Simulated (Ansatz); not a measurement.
**How methods differ on AlH2I (SMILES [H][Al]([H])[I])**

The species is AlH2I (4 atoms), meant as a singlet with charge 0. As SMILES, `[H][Al]([H])[I]`. The shape comes from GFN2-xTB, which is rough for such elements, and wasn't checked as a minimum.

```jsonl
{"atom": "Al", "x (Å)": "0.1134", "y (Å)": "0.1896", "z (Å)": "0.0013"}
{"atom": "H", "x (Å)": "1.6492", "y (Å)": "0.2169", "z (Å)": "0.0106"}
{"atom": "H", "x (Å)": "-0.5891", "y (Å)": "1.5553", "z (Å)": "-0.0222"}
{"atom": "I", "x (Å)": "-1.1735", "y (Å)": "-1.9618", "z (Å)": "0.0104"}
```

Quantity: the energy change with the Al1–I4 bond stretched from 2.507 to 3.761 Å, in eV. The values are calculated.

```
                      level                    kind  program  value (eV)  less FCI/STO-3G  CPU time (all runs)
  SVWN5/STO-3G (restricted)                     LDA   Ansatz        3.98            -0.20                2.6 s
   BLYP/STO-3G (restricted)                     GGA   Ansatz        3.59            -0.59                3.7 s
  B3LYP/STO-3G (restricted)           global hybrid   Ansatz        3.93            -0.25                3.9 s
   PBE0/STO-3G (restricted)           global hybrid   Ansatz        4.16            -0.02                3.7 s
  HSE06/STO-3G (restricted)  range-separated hybrid   Ansatz        4.13            -0.05                4.3 s
wB97M-V/STO-3G (restricted)  range-separated hybrid   Ansatz        4.45            +0.27                 47 s
BCCD(T)/STO-3G (restricted)   coupled cluster or CI   Ansatz        4.19            +0.01                1.1 s
   CCSD/STO-3G (restricted)   coupled cluster or CI   Ansatz        4.22            +0.04                  1 s
                 FCI/STO-3G      exact in the basis   Ansatz        4.18             0.00                 14 s
```

FCI/STO-3G is exact within its basis and frozen core, so for wave-function methods in that basis the difference is their error; functionals converge differently with the basis, so for them it is only a difference. All-electron rows without a relativistic Hamiltonian named are non-relativistic. The first shape isn't each level's own minimum. The values span 3.59 to 4.45 eV. All rows use very small basis sets, so even the best lies far from the true value. In the correlated wave-function rows the outer d shell of I is correlated, in sets not made for it. Times are those of the runs behind each value, whatever else they computed, on shared processors of several kinds: orders of magnitude only.
